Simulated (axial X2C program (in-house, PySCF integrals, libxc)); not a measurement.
Low determinants of ScI at the PBE0 level, with spin–orbit coupling

Computed with an axial X2C code built on PySCF integrals. Two-component (2c) means X2C with spin–orbit coupling and atomic mean-field two-electron Coulomb and Gaunt terms. Basis: I dyall-cv3z [11s12p8d4f1g], Sc dyall-cv3z [10s11p7d5f2g] (cores contracted in-house); Gaussian nuclei, density fitting, unrestricted open shells. Masses: I 126.904 u, Sc 44.956 u.

Search at 2.700 Å (vertical energies from the lowest determinant):

```tsv
ΔE (eV)	state	electrons beyond evenly filled partner blocks	electrons in ±ω = 1/2, 3/2, 5/2, 7/2
0.00	Ω = 1	ω = -1/2, ω = 3/2	49 21 4 0
0.01	Ω = 3	ω = 1/2, ω = 5/2	49 20 5 0
0.18	Ω = 2	ω = 1/2, ω = 3/2	49 21 4 0
0.27	Ω = 0	none	50 20 4 0
0.34	Ω = 2	ω = -1/2, ω = 5/2	49 20 5 0
0.38	Ω = 1	2 × ω = 1/2	50 20 4 0
1.31	Ω = 4	ω = 3/2, ω = 5/2	48 21 5 0
```

Lowest determinant, Ω = 1 (⟨Sz⟩ = -1.00, ⟨Lz⟩ = 2.00 at PBE0): Re = 2.697 Å, ωe = 250.9 cm⁻¹.

The determinant in row 2 of the search, Ω = 3 (⟨Sz⟩ = 1.00, ⟨Lz⟩ = 2.00 at PBE0), was followed along the bond at PBE0; measured from the minimum of the lowest determinant it gives:

Te = 0.015 eV (119 cm⁻¹), Re = 2.696 Å, ωe = 251.0 cm⁻¹.

**Question.** Compare the bond of the determinant in row 2 with that of the lowest one.

**Answer.** At PBE0 its Re is 0.001 Å shorter and its force constant, which goes as ωe², is 1.00 times that of the lowest determinant. T0 ≈ Te + Δωe/2 = 119 + (0) = 119 cm⁻¹.

The search compares states at one distance, so a state with another bond length can lie lower; it is not exhaustive and yields mostly the lowest determinant of each block pattern, so other components and higher states of one pattern are missing. These are energies of single determinants, not of spin-adapted states; PBE0 term energies can be off by some tenths of an eV, and the functional has no current term. Open-shell Ω = 0 determinants with evenly filled partner blocks cannot be reached by this program, so the Ω shown need not be the lowest component. The lowest determinant need not be the ground state where others lie within half an eV.
